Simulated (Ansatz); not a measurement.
A nudged elastic band was laid between two geometries of BrH$_{3}$OSSiSn (8 atoms, charge 0, multiplicity 1).

All numbers below come from RKS LDA/def2-SVP (Ansatz 0.2.0).

```yaml
movable_images: 7
climbing_image: yes
spring: 5.0 eV/Å²
optimiser: quadratic models (default)
start_path: through a guess of the saddle point
force_threshold: 0.05 eV/Å
iteration_limit: 60
end_points: relaxed
```

First end point:

```xyz
8
Properties=species:S:1:pos:R:3
Br -2.420 2.248 0.153
Sn -0.848 0.655 -0.894
O -0.627 -0.976 0.271
Si 0.966 -0.787 0.743
S 1.478 1.022 -0.386
H -1.414 0.277 -2.467
H 1.835 -1.935 0.303
H 1.122 -0.562 2.222
```

Last end point:

```xyz
8
Properties=species:S:1:pos:R:3
Br -2.255 1.167 0.753
Sn -0.485 0.682 -0.945
O 0.121 -1.159 -0.080
Si 1.745 -0.635 0.791
S 1.791 1.156 -0.573
H -1.212 0.296 -2.471
H -0.529 -1.570 0.533
H 0.916 0.005 1.936
```

(1) Which bonds break or form, and what moves?

(2) What energy profile does the band end with?

(3) What is the geometry of the highest image?

Answers

(1) Bonds broken: Si4–H7. Bonds formed: O3–H7.

(2) It converged. The highest image is number 3 of 0 to 8, 2.49 eV above the first end and 1.02 eV above the last; the last end lies 1.47 eV above the first. Beside the main top the profile has a ripple of under 15 meV (maxima at images 3, 7), which may be a very shallow well or noise. Neighbouring images differ by up to 1.5 eV, so the band resolves the path poorly. A vibrational analysis at the climbing image gives one clearly imaginary mode, 1333i cm⁻¹: a first-order saddle point. The orbitals stay closed-shell, which can raise the energy where a bond breaks towards radicals; this wasn't checked here.

```
image  path coordinate (Å)  energy (eV)  Si4–H7 (Å)  O3–H7 (Å)
    0                 0.00         0.00        1.50       2.64
    1                 0.63         0.07        1.50       2.53
    2                 1.26         0.98        1.50       1.97
    3                 1.88         2.49        1.65       1.29
    4                 2.66         1.64        2.31       0.98
    5                 3.44         1.53        2.49       0.98
    6                 4.23         1.51        2.46       0.98
    7                 5.01         1.53        2.55       0.98
    8                 5.79         1.47        2.47       0.98
```

(3) 
```xyz
8
Properties=species:S:1:pos:R:3:forces:R:3
Br -2.591 2.070 0.055 0.00 0.00 0.00
Sn -0.779 0.591 -0.797 0.00 0.00 0.00
O -0.341 -1.078 0.334 0.01 0.00 0.00
Si 1.403 -0.724 0.782 0.00 0.00 0.00
S 1.469 1.226 -0.235 0.00 0.00 0.00
H -1.150 0.108 -2.404 0.00 0.00 0.00
H 0.584 -1.886 -0.047 0.00 -0.01 0.00
H 1.497 -0.363 2.256 0.00 0.00 0.00
```

Run time: 2.6 min on 2 threads of AMD EPYC 7R13 Processor (Zen 3) (shared host), peak memory 0.21 GiB.
